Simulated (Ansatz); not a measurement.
Molecular dynamics of CH5ClGe

The input (input.yaml):

```yaml
crystal:
  periodic: [false, false, false]
  atoms:
    - { symbol: Ge, position_ang: [0.021374, 0.017705, -0.037021] }
    - { symbol: Cl, position_ang: [-0.294766, -0.158438, 2.106058] }
    - { symbol: H, position_ang: [1.541322, 0.121005, -0.247971] }
    - { symbol: C, position_ang: [-0.918563, 1.602127, -0.647314] }
    - { symbol: H, position_ang: [-1.992874, 1.5084, -0.435741] }
    - { symbol: H, position_ang: [-0.531569, 2.492119, -0.131712] }
    - { symbol: H, position_ang: [-0.778015, 1.728445, -1.73151] }
    - { symbol: H, position_ang: [-0.531909, -1.270963, -0.668389] }
basis:
  gaussian: { orbitals: def2-SVP }
hamiltonian:
  xc: pbe0
md:
  timestep: 0.5
  n_steps: 250
  ensemble: nve
  temperature: 400.0
  initial_velocities: maxwell_boltzmann
  seed: 568101
```

Launched with:

```bash
$ ansatz run input.yaml --threads 2 --pin off --max-ram 3072MiB --backend cpu --events-out ev --progress --plain --runs-dir out
```

It starts from a relaxed structure.

Output, in part (one step line in 9, the closing report, with atoms numbered from 0):

```
md step     0: t =     0.00 fs  T =   400.0 K  F+E_penalty+E_count = -70136.25976230 eV  E_kin = 0.310224 eV  conserved = -70135.94953830 eV  (24 SCF iters)
md step     9: t =     4.50 fs  T =   240.5 K  F+E_penalty+E_count = -70136.13505211 eV  E_kin = 0.186495 eV  conserved = -70135.94855705 eV  (25 SCF iters)
md step    18: t =     9.00 fs  T =   159.3 K  F+E_penalty+E_count = -70136.07187607 eV  E_kin = 0.123560 eV  conserved = -70135.94831588 eV  (22 SCF iters)
md step    27: t =    13.50 fs  T =   120.7 K  F+E_penalty+E_count = -70136.04150378 eV  E_kin = 0.093613 eV  conserved = -70135.94789120 eV  (22 SCF iters)
md step    36: t =    18.00 fs  T =   172.7 K  F+E_penalty+E_count = -70136.08197727 eV  E_kin = 0.133933 eV  conserved = -70135.94804419 eV  (23 SCF iters)
md step    45: t =    22.50 fs  T =   278.6 K  F+E_penalty+E_count = -70136.16461026 eV  E_kin = 0.216041 eV  conserved = -70135.94856890 eV  (25 SCF iters)
md step    54: t =    27.00 fs  T =   227.3 K  F+E_penalty+E_count = -70136.12528509 eV  E_kin = 0.176261 eV  conserved = -70135.94902376 eV  (25 SCF iters)
md step    63: t =    31.50 fs  T =   221.3 K  F+E_penalty+E_count = -70136.12084332 eV  E_kin = 0.171608 eV  conserved = -70135.94923511 eV  (25 SCF iters)
md step    72: t =    36.00 fs  T =   225.5 K  F+E_penalty+E_count = -70136.12357653 eV  E_kin = 0.174915 eV  conserved = -70135.94866122 eV  (25 SCF iters)
md step    81: t =    40.50 fs  T =   155.2 K  F+E_penalty+E_count = -70136.06846955 eV  E_kin = 0.120332 eV  conserved = -70135.94813712 eV  (23 SCF iters)
md step    90: t =    45.00 fs  T =   169.2 K  F+E_penalty+E_count = -70136.07942435 eV  E_kin = 0.131222 eV  conserved = -70135.94820236 eV  (23 SCF iters)
md step    99: t =    49.50 fs  T =   176.4 K  F+E_penalty+E_count = -70136.08505074 eV  E_kin = 0.136795 eV  conserved = -70135.94825530 eV  (23 SCF iters)
md step   108: t =    54.00 fs  T =   207.9 K  F+E_penalty+E_count = -70136.10955978 eV  E_kin = 0.161271 eV  conserved = -70135.94828895 eV  (25 SCF iters)
md step   117: t =    58.50 fs  T =   240.1 K  F+E_penalty+E_count = -70136.13503214 eV  E_kin = 0.186236 eV  conserved = -70135.94879592 eV  (25 SCF iters)
md step   126: t =    63.00 fs  T =   149.5 K  F+E_penalty+E_count = -70136.06503181 eV  E_kin = 0.115981 eV  conserved = -70135.94905114 eV  (25 SCF iters)
md step   135: t =    67.50 fs  T =   133.5 K  F+E_penalty+E_count = -70136.05230669 eV  E_kin = 0.103548 eV  conserved = -70135.94875892 eV  (25 SCF iters)
md step   144: t =    72.00 fs  T =   202.4 K  F+E_penalty+E_count = -70136.10543221 eV  E_kin = 0.156998 eV  conserved = -70135.94843399 eV  (23 SCF iters)
md step   153: t =    76.50 fs  T =   202.1 K  F+E_penalty+E_count = -70136.10483083 eV  E_kin = 0.156708 eV  conserved = -70135.94812240 eV  (23 SCF iters)
md step   162: t =    81.00 fs  T =   196.2 K  F+E_penalty+E_count = -70136.10016346 eV  E_kin = 0.152140 eV  conserved = -70135.94802367 eV  (22 SCF iters)
md step   171: t =    85.50 fs  T =   128.8 K  F+E_penalty+E_count = -70136.04804341 eV  E_kin = 0.099919 eV  conserved = -70135.94812476 eV  (22 SCF iters)
md step   180: t =    90.00 fs  T =   137.9 K  F+E_penalty+E_count = -70136.05559815 eV  E_kin = 0.106985 eV  conserved = -70135.94861331 eV  (22 SCF iters)
md step   189: t =    94.50 fs  T =   259.4 K  F+E_penalty+E_count = -70136.15064094 eV  E_kin = 0.201205 eV  conserved = -70135.94943572 eV  (25 SCF iters)
md step   198: t =    99.00 fs  T =   196.6 K  F+E_penalty+E_count = -70136.10149142 eV  E_kin = 0.152498 eV  conserved = -70135.94899297 eV  (25 SCF iters)
md step   207: t =   103.50 fs  T =   173.8 K  F+E_penalty+E_count = -70136.08322737 eV  E_kin = 0.134829 eV  conserved = -70135.94839852 eV  (23 SCF iters)
md step   216: t =   108.00 fs  T =   160.7 K  F+E_penalty+E_count = -70136.07266363 eV  E_kin = 0.124640 eV  conserved = -70135.94802315 eV  (23 SCF iters)
md step   225: t =   112.50 fs  T =   132.5 K  F+E_penalty+E_count = -70136.05055240 eV  E_kin = 0.102794 eV  conserved = -70135.94775857 eV  (23 SCF iters)
md step   234: t =   117.00 fs  T =   224.2 K  F+E_penalty+E_count = -70136.12238027 eV  E_kin = 0.173867 eV  conserved = -70135.94851360 eV  (25 SCF iters)
md step   243: t =   121.50 fs  T =   165.7 K  F+E_penalty+E_count = -70136.07730099 eV  E_kin = 0.128547 eV  conserved = -70135.94875386 eV  (25 SCF iters)
md step   250: t =   125.00 fs  T =   162.1 K  F+E_penalty+E_count = -70136.07433533 eV  E_kin = 0.125707 eV  conserved = -70135.94862825 eV  (25 SCF iters)
Total energy: -70136.07436009 eV, -2577.4531927948 hartree
Atom 0 at     0.031828     0.016616    -0.029732 Å, force    -0.311951     1.243586     0.244659 eV/Å
Atom 1 at    -0.305749    -0.173699     2.100734 Å, force    -0.152432    -0.112024     0.201935 eV/Å
Atom 2 at     1.554191     0.256204    -0.066039 Å, force    -0.077370    -0.264861    -0.339695 eV/Å
Atom 3 at    -0.949793     1.626688    -0.676154 Å, force     0.727569     0.596033     1.061148 eV/Å
Atom 4 at    -1.823916     1.920609    -0.027480 Å, force     0.475196    -0.628659    -0.766455 eV/Å
Atom 5 at    -0.290856     2.532691    -0.694900 Å, force    -0.144625    -0.626498     0.140124 eV/Å
Atom 6 at    -1.173233     1.411630    -1.714727 Å, force    -0.695523     0.014326    -0.465418 eV/Å
Atom 7 at    -0.554126    -1.219600    -0.706443 Å, force     0.179137    -0.221902    -0.076298 eV/Å
Dipole moment:     0.017753     0.124779    -0.492764 e Å
```

The run went to its last step. The conserved energy stayed within 0.25 meV per atom of its start (net change 0.11 meV per atom), so the integration is sound. Over the second half the temperature averaged 0.44 of the 400 K drawn at the start: a run that starts near a minimum puts about half its kinetic energy into the potential. A run of 0.12 ps of so small a system gives no equilibrium averages.

The same pairs are bonded in the first frame and the last. Pairs count as bonded within 1.25 times the sum of covalent radii (0.12 Å more for H–H).

Last frame:

```xyz
8
Properties=species:S:1:pos:R:3
Ge 0.032 0.017 -0.030
Cl -0.306 -0.174 2.101
H 1.554 0.256 -0.066
C -0.950 1.627 -0.676
H -1.824 1.921 -0.028
H -0.291 2.533 -0.695
H -1.173 1.412 -1.715
H -0.554 -1.220 -0.706
```

Run time: 8.1 min on 2 threads of Arm Neoverse V1 (shared host), peak memory 0.18 GiB.
